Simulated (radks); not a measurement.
Values are calculated unless marked as measured or tabulated.
Task: The mean radii <r> (bohr) of the occupied orbitals of an atom or ion are listed with their occupations. Level of theory: scalar-relativistic Kohn-Sham, exchange-only LDA, spin-polarised, spherical densities, point nucleus (a radial shooting solver on a logarithmic mesh with Libxc functionals).

| orbital | occ. | <r> |
|---|---|---|
| 1s up | 1 | 0.03921 |
| 1s down | 1 | 0.03921 |
| 2s up | 1 | 0.1727 |
| 2s down | 1 | 0.1727 |
| 2p up | 3 | 0.1505 |
| 2p down | 3 | 0.1505 |
| 3s up | 1 | 0.4929 |
| 3s down | 1 | 0.4926 |
| 3p up | 3 | 0.4989 |
| 3p down | 3 | 0.4985 |
| 3d up | 5 | 0.4978 |
| 3d down | 5 | 0.4964 |
| 4s up | 1 | 1.299 |
| 4s down | 1 | 1.299 |
| 4p up | 3 | 1.443 |
| 4p down | 1 | 1.450 |

Name the element and its charge. Open shells, if any, are filled with parallel spins first.

Result: Z = 38, strontium, charge +4: Sr4+ in [Ar] 3d10 4s2 4p4. The 1s radius gives Z: for a bare nucleus <r> = (2 gamma + 1)/(2Z) with gamma = sqrt(1 - (Z/c)^2), 0.03844 bohr for Z = 38, and screening makes it slightly larger (0.03921 here). The occupations add up to 34, and the charge is Z minus that.
